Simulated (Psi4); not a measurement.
iodine monochloride (ClI), singlet, at a GFN2-xTB geometry (core potentials on I); B3LYP5/def2-SVPD (Psi4).

Input for Psi4:
```
memory 2 GB

molecule {
0 1
Cl   -0.00000000   -0.00000000   -1.74625450
I     0.00000000    0.00000000    0.56011937
}

set {
  basis def2-svpd
  scf_type pk
  puream true
  d_convergence 1e-8
  dft_radial_points 99
  dft_spherical_points 590
}

energy('b3lyp5')
print_variables()
```

Write the output that Psi4 gives for this input, abridged.


```
   => Loading Basis Set <=

    Name: DEF2-SVPD
    Role: ORBITAL
    Keyword: BASIS

    !!!  WARNING: ECP capability is in beta. Please check occupations closely.  !!!

         ---------------------------------------------------------
                                   SCF
               by Justin Turney, Rob Parrish, Andy Simmonett
                          and Daniel G. A. Smith
                              RKS Reference
         ---------------------------------------------------------

  ==> Geometry <==

    Molecular point group: c2v
    Full point group: C_inf_v

    Geometry (in Angstrom), charge = 0, multiplicity = 1:

       Center              X                  Y                   Z               Mass
    ------------   -----------------  -----------------  -----------------  -----------------
         CL           0.000000000000     0.000000000000    -1.808137064783    34.968852682000
         I            0.000000000000     0.000000000000     0.498236805217   126.904471900000

  Running in c2v symmetry.

  Rotational constants: A = ************  B =      0.11560  C =      0.11560 [cm^-1]
  Rotational constants: A = ************  B =   3465.57066  C =   3465.57066 [MHz]
  Nuclear repulsion =   97.512514107155582

  Charge       = 0
  Multiplicity = 1
  Electrons    = 42
  Nalpha       = 21
  Nbeta        = 21

  ==> Algorithm <==

  SCF Algorithm Type is PK.
  DIIS enabled.
  MOM disabled.
  Fractional occupation disabled.
  Guess Type is SAD.
  Energy threshold   = 1.00e-06
  Density threshold  = 1.00e-08
  Integral threshold = 1.00e-12

  ==> Primary Basis <==

  Basis Set: DEF2-SVPD
    Blend: DEF2-SVPD
    Number of shells: 24
    Number of basis functions: 62
    Number of Cartesian functions: 67
    Spherical Harmonics?: true
    Max angular momentum: 2

  Core potential: DEF2-SVPD
    Number of shells: 4
    Number of ECP primitives: 29
    Number of ECP core electrons: 28
    Max angular momentum: 3

  ==> DFT Potential <==

   => LibXC <=

    Version 7.1.2
    S. Lehtola, C. Steigemann, M. J. T. Oliveira, and M. A. L. Marques,  SoftwareX 7, 1–5 (2018) (10.1016/j.softx.2017.11.002)

   => Composite Functional: B3LYP5 <=

    B3LYP5 Hyb-GGA Exchange-Correlation Functional

    P. J. Stephens, F. J. Devlin, C. F. Chabalowski, and M. J. Frisch,  J. Phys. Chem. 98, 11623 (1994) (10.1021/j100096a001)

    Deriv               =              1
    GGA                 =           TRUE
    Meta                =          FALSE

    Exchange Hybrid     =           TRUE
    MP2 Hybrid          =          FALSE

   => Exchange Functionals <=

    0.0800   Slater exchange
    0.7200         Becke 88

   => Exact (HF) Exchange <=

    0.2000               HF

   => Correlation Functionals <=

    0.1900   Vosko, Wilk & Nusair (VWN5)
    0.8100   Lee, Yang & Parr

   => LibXC Density Thresholds  <==

    XC_HYB_GGA_XC_B3LYP5:  1.00E-15

   => Molecular Quadrature <=

    Radial Scheme          =       TREUTLER
    Pruning Scheme         =           NONE
    Nuclear Scheme         =       TREUTLER

    Blocking Scheme        =         OCTREE
    BS radius alpha        =              1
    Pruning alpha          =              1
    Radial Points          =             99
    Spherical Points       =            590
    Total Points           =         112543
    Total Blocks           =            986
    Max Points             =            256
    Max Functions          =             62
    Weights Tolerance      =       1.00E-15

  ==> Integral Setup <==

  Using in-core PK algorithm.
   Calculation information:
      Number of atoms:                   2
      Number of AO shells:              24
      Number of primitives:             47
      Number of atomic orbitals:        67
      Number of basis functions:        62

      Integral cutoff                 1.00e-12
      Number of threads:                 1

  Performing in-core PK
  Using 3816162 doubles for integral storage.
  We computed 44310 shell quartets total.
  Whereas there are 45150 unique shell quartets.

  ==> DiskJK: Disk-Based J/K Matrices <==

    J tasked:                  Yes
    K tasked:                  Yes
    wK tasked:                  No
    Schwarz Cutoff:          1E-12

  Minimum eigenvalue in the overlap matrix is 4.4760309933E-03.
  Reciprocal condition number of the overlap matrix is 1.0203217119E-03.
    Using symmetric orthogonalization.

  ==> Pre-Iterations <==

  SCF Guess: Superposition of Atomic Densities via on-the-fly atomic UHF (no occupation information).

   -------------------------
    Irrep   Nso     Nmo
   -------------------------
     A1        29      29
     A2         5       5
     B1        14      14
     B2        14      14
   -------------------------
    Total      62      62
   -------------------------

  ==> Iterations <==

                        Total Energy        Delta E     RMS |[F,P]|

   @RKS iter SAD:  -755.49772384077266   -7.55498e+02   0.00000e+00
   @RKS iter   1:  -757.14850783422685   -1.65078e+00   2.60973e-02 DIIS/ADIIS
   @RKS iter   2:  -756.84408247921237    3.04425e-01   3.27407e-02 DIIS/ADIIS
   @RKS iter   3:  -757.69554095590695   -8.51458e-01   3.06177e-03 DIIS/ADIIS
   @RKS iter   4:  -757.69450380273599    1.03715e-03   2.93812e-03 DIIS/ADIIS
   @RKS iter   5:  -757.70174117258034   -7.23737e-03   2.34279e-04 DIIS/ADIIS
   @RKS iter   6:  -757.70178142443069   -4.02519e-05   4.41292e-05 DIIS
   @RKS iter   7:  -757.70178298437315   -1.55994e-06   4.06027e-06 DIIS
   @RKS iter   8:  -757.70178299560791   -1.12348e-08   1.25444e-06 DIIS
   @RKS iter   9:  -757.70178299723784   -1.62993e-09   6.35159e-08 DIIS
   @RKS iter  10:  -757.70178299724091   -3.06954e-12   7.20172e-09 DIIS
  Energy and wave function converged.

  ==> Post-Iterations <==

   Electrons on quadrature grid:
      Ntotal   =   42.0000005040 ; deviation = 5.040e-07

    Orbital Energies [Eh]
    ---------------------

    Doubly Occupied:

       1A1  -101.544223     2A1    -9.495019     3A1    -7.265638
       1B2    -7.253391     1B1    -7.253391     4A1    -6.891119
       5A1    -4.923873     2B2    -4.900151     2B1    -4.900151
       6A1    -1.970743     3B2    -1.963244     3B1    -1.963244
       7A1    -1.943398     1A2    -1.943398     8A1    -0.864043
       9A1    -0.700852    10A1    -0.428839     4B2    -0.370403
       4B1    -0.370403     5B1    -0.276482     5B2    -0.276482

    Virtual:

      11A1    -0.137890    12A1     0.013716    13A1     0.031891
       6B2     0.040174     6B1     0.040174    14A1     0.072004
      15A1     0.093714     2A2     0.093714     7B2     0.107206
       7B1     0.107206     8B2     0.125807     8B1     0.125807
      16A1     0.162292    17A1     0.203408     3A2     0.233463
      18A1     0.233463     9B2     0.300817     9B1     0.300817
      19A1     0.320878    20A1     0.470961    10B2     0.496339
      10B1     0.496339    21A1     0.570579     4A2     0.570579
      22A1     0.582733    11B2     0.587785    11B1     0.587785
      23A1     0.670066    24A1     0.812077     5A2     0.941560
      25A1     0.941560    12B2     0.970000    12B1     0.970000
      13B2     1.029092    13B1     1.029092    26A1     1.035329
      27A1     1.385760    14B2    18.720201    14B1    18.720201
      28A1    19.078620    29A1    55.990002

    Final Occupation by Irrep:
             A1    A2    B1    B2
    DOCC [    10,    1,    5,    5 ]
    NA   [    10,    1,    5,    5 ]
    NB   [    10,    1,    5,    5 ]

  @RKS Final Energy:  -757.70178299724091

   => Energetics <=

    Nuclear Repulsion Energy =             97.5125141071555817
    One-Electron Energy =               -1346.7084937390670802
    Two-Electron Energy =                 532.1588621111484372
    DFT Exchange-Correlation Energy =     -40.6646654764777864
    Empirical Dispersion Energy =           0.0000000000000000
    VV10 Nonlocal Energy =                  0.0000000000000000
    Total Energy =                       -757.7017829972409118

Computation Completed

Properties will be evaluated at   0.000000,   0.000000,   0.000000 [a0]

Properties computed using the SCF density matrix

 Multipole Moments:

 ------------------------------------------------------------------------------------
     Multipole            Electronic (a.u.)      Nuclear  (a.u.)        Total (a.u.)
 ------------------------------------------------------------------------------------

 L = 1.  Multiply by 2.5417464519 to convert [e a0] to [Debye]
 Dipole X            :          0.0000000            0.0000000            0.0000000
 Dipole Y            :          0.0000000            0.0000000            0.0000000
 Dipole Z            :         35.0032844          -34.5487478            0.4545367
 Magnitude           :                                                    0.4545367

 ------------------------------------------------------------------------------------

  Variable Map:
  ----------------------------------------------------------------------------
  "CURRENT ENERGY"              =>    -757.701782997241
  "CURRENT REFERENCE ENERGY"    =>    -757.701782997241
  "DD SOLVATION ENERGY"         =>       0.000000000000
  "DFT FUNCTIONAL TOTAL ENERGY" =>    -757.701782997241
  "DFT TOTAL ENERGY"            =>    -757.701782997241
  "DFT VV10 ENERGY"             =>       0.000000000000
  "DFT XC ENERGY"               =>     -40.664665476478
  "GRID ELECTRONS ALPHA"        =>      21.000000251988
  "GRID ELECTRONS BETA"         =>      21.000000251988
  "GRID ELECTRONS TOTAL"        =>      42.000000503977
  "NUCLEAR REPULSION ENERGY"    =>      97.512514107156
  "ONE-ELECTRON ENERGY"         =>   -1346.708493739067
  "PCM POLARIZATION ENERGY"     =>       0.000000000000
  "PE ENERGY"                   =>       0.000000000000
  "SCF ITERATION ENERGY"        =>    -757.701782997241
  "SCF ITERATIONS"              =>      10.000000000000
  "SCF TOTAL ENERGY"            =>    -757.701782997241
  "TWO-ELECTRON ENERGY"         =>     532.158862111148
  "XC GRID RADIAL POINTS"       =>      99.000000000000
  "XC GRID SPHERICAL POINTS"    =>     590.000000000000
  "XC GRID TOTAL POINTS"        =>  112543.000000000000

  Array Variable Map:
  ----------------------------------------------------------------------------
  "CURRENT DIPOLE"              =>       0.000000000000 ... 0.454536691085 1 by 3
  "SCF DIPOLE"                  =>       0.000000000000 ... 0.454536691085 1 by 3
  "SCF TOTAL ENERGIES"          =>    -755.497723840773 ... -757.701782997241 1 by 11
```
